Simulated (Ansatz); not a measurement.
(1) Predict a relaxed structure of the cluster Te2Au3 (the lowest doublet isomer of a short search), charge 0, doublet, at PBE-D4/def2-SVP (Ansatz).

## Answers

(1) 
```xyz
5

Au   -0.0777   -0.0163   -1.7832
Au   -0.7749   -1.3053    0.9391
Au    0.8526    1.3216    0.8441
Te   -1.7813    1.1061    0.0675
Te    1.7813   -1.1061   -0.0675
```
Point group D3h (tolerance 0.1 Å). This is one stationary point.

In the def2 sets Au, Te take a core potential; there is no spin–orbit coupling. The relaxation made no stability test and no search for a lower SCF solution. No other spin state of charge 0 was run. The structure comes from a short search, and lower isomers may exist.
